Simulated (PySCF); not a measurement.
# Relaxation of doublet HMoO2

Method: UPBE0 in PySCF with Mo def2-TZVP with ECP28, O def2-TZVP, H def2-TZVP; scalar-relativistic core potentials, no spin–orbit coupling; density-fitted integrals. A (50,194) grid was used.

A hand-made trigonal pyramidal start, of Cs symmetry, held to at least that symmetry:

Coordinates in bohr (charge 0 multiplicity 2):
```
Mo    0.3411    0.0000   -0.3975
O    -1.1439    2.5721    1.1817
O    -1.1439   -2.5721    1.1817
H     3.1775    0.0000    1.1106
```

Optimiser trace:
| step | E − E(last) (kJ/mol) | largest gradient (Eh/bohr) |
| --- | --- | --- |
| 0 | 83.81 | 0.12654 |
| 1 | 5.80 | 0.02694 |
| 2 | 1.30 | 0.01168 |
| 3 | 0.17 | 0.00372 |
| 4 | 0.00 | 0.00050 |
| 5 | 0.00 | 0.00004 |

It ends at Cs with Mo–H 1.715 Å, Mo–O 1.673 Å (×2); H–Mo–O 107.2° (×2), O–Mo–O 111.4° (after a last refinement on a finer grid). A frequency run shows a minimum. Other isomers or separated fragments may lie lower.

Final geometry:
```xyz
4
charge 0 multiplicity 2, angstrom
Mo    0.1679    0.0000   -0.1475
O    -0.5703    1.3821    0.4388
O    -0.5703   -1.3821    0.4388
H     1.7819    0.0000    0.4337
```

With open d or f shells other occupations or spin states may lie lower.

The relaxation took 9.5 s on 4 threads of a shared Intel Xeon 6975P-C (Granite Rapids) host, with 108 basis functions and 6 gradients; the process peaked at 0.68 GiB. Launch command: `OMP_NUM_THREADS=4 python axn.py task.json out`.
